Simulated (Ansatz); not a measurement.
# Strength of the C–H bond: CH2Br2 → CHBr2 + H

Species: CH2Br2 (dibromomethane) `BrCBr`, singlet; CHBr2 `Br[CH]Br`, doublet; H atom, doublet. 

Shapes, held fixed at every level: PBE0-D4/def2-TZVP. Programs: Ansatz 0.2.0. The zero-point and thermal change to 298 K, harmonic and unscaled (PBE0-D4/def2-TZVP), is -29.3 kJ/mol.

| level | kind | ΔH(298 K) (kJ/mol) | less CCSD(T)/def2-TZVPP |
| --- | --- | --- | --- |
| HF/def2-TZVPP | Hartree–Fock | +310.2 | -92.3 |
| SPW92/def2-TZVPP | LDA | +423.9 | +21.4 |
| BHLYP-D4/def2-TZVPP | global hybrid | +395.2 | -7.3 |
| wB97M-V/def2-TZVPP | range-separated hybrid | +406.2 | +3.7 |
| MP2/def2-SVP | perturbation theory | +389.2 | -13.3 |
| MP2/def2-TZVPP | perturbation theory | +405.1 | +2.6 |
| CCSD/def2-TZVPP | coupled cluster or CI | +400.6 | -1.9 |
| CCSD(T)/def2-TZVPP | coupled cluster or CI | +402.5 | 0.0 |

The highest level, CCSD(T)/def2-TZVPP, gives ΔH(298 K) = +402.5 kJ/mol; the levels span +310.2 to +423.9. The column of differences is taken from that level and isn't an error. Hartree–Fock misses the correlation of the pair that is broken and comes out low. No measured value is set beside it here. Open shells run unrestricted unless RO is named. Relativity is left out for Br unless named. Correlated rows may include outer-core shells of Br, which these sets cover unevenly.
